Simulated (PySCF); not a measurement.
TiCl3I, SMILES [Cl][Ti]([Cl])([Cl])[I], multiplicity 1. Geometry optimised at B3LYP-D3(BJ)/def2-SVP. The spin state was assumed, not searched. The structure was generated by enumeration; whether it is a known compound was not checked. The def2 effective core potentials stand for the cores of I; spin–orbit coupling is left out.

Computed with B3LYP-D3(BJ)/def2-SVP in PySCF.

Harmonic wavenumbers (cm⁻¹): 93, 93, 111, 128, 128, 278, 434, 501, 501. Rotational constants (GHz): 1.132, 0.5735, 0.5735; symmetry number 3.

**Question.** Work out the zero-point energy and the ideal-gas rigid-rotor harmonic-oscillator thermochemistry at 298.15 K and 1 atm.

**Answer.** ZPE = ½ Σ hcν = ½ × 2267 cm⁻¹ = 13.56 kJ/mol. H − E(el) = 35.94 kJ/mol. Entropy in J/(mol K): translation 179.07, rotation 121.14, vibration 84.10, total 384.31. G − E(el) = -78.64 kJ/mol. Cp = 97.30 J/(mol K). Modes under 150 cm⁻¹ make the vibrational entropy uncertain.
